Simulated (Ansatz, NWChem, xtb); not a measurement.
# Ligand exchange: KCl + SiH3I → KI + SiH3Cl

Species: KCl, singlet; SiH3I `[SiH3]I`, singlet; KI (Potassium Iodide), singlet; SiH3Cl `[SiH3]Cl`, singlet. The partners trade Cl for I: K–Cl and Si–I bonds give way to K–I and Si–Cl.

Shapes, held fixed at every level: PBE0-D4/def2-TZVP; KI at the measured bond length. Programs: Ansatz 0.2.0, NWChem 7.3.0, xtb 6.7.1. Electronic energies: no zero-point or thermal term.

```
           level                    kind  ΔE (kJ/mol)
        GFN0-xTB          semi-empirical        -67.6
    SVWN5/STO-3G                     LDA        -35.3
CAM-B3LYP/STO-3G  range-separated hybrid        -33.8
    HSE06/STO-3G  range-separated hybrid        -31.4
      MP2/STO-3G     perturbation theory        -36.4
  CCSD(T)/STO-3G   coupled cluster or CI        -35.8
     CCSD/STO-3G   coupled cluster or CI        -35.9
   PBE0/def2-SVP           global hybrid        -50.5
```

PBE0/def2-SVP gives ΔE = -50.5 kJ/mol; the levels span -67.6 to -31.4. The median of the levels is -35.8. No measured value is set beside it here. For atoms past krypton def2 sets carry core potentials with scalar relativity. All-electron rows are non-relativistic unless named. Outer-core shells of I, K are correlated, in sets that cover them unevenly. PBE0/def2-SVP lies outside the range of all other levels here, so it shouldn't be taken on trust. Rows in sets without polarisation functions are far from converged.
